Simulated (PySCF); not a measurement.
**Excitation energy of Si by level of theory**

Si [Ne] 3s2 3p2 (3P) → Si [Ne] 3s2 3p1 4s1, s spin flipped, as a difference of total energies. All numbers are calculated (PySCF 2.14, scalar relativity by spin-free X2C-1e, in aug-cc-pVDZ-DK (5s4p2d, 27 functions)). Correlated levels: valence: [Ne] frozen. The calculations carry no spin-orbit coupling.

| method | excitation energy (eV) |
| --- | --- |
| UHF | 5.051 |
| LDA | 5.115 |
| PBE | 5.109 |
| PBE0 | 5.182 |
| r2SCAN | 5.329 |
| B2PLYP | 5.070 |
| wB97X-V | 5.239 |
| BHandHLYP | 5.087 |
| MN15 | 5.271 |
| MP2 (valence) | 5.149 |
| SCS-MP2 (valence) | 5.086 |

How much does correlation contribute at MP2 (valence)?

5.149 − (5.051) = 0.098 eV, measured against UHF.

The upper determinant mixes two multiplicities, so it lies between the two terms.

The promoted electron is Rydberg-like, and one or two diffuse shells describe it only roughly, which tends to raise the upper state.
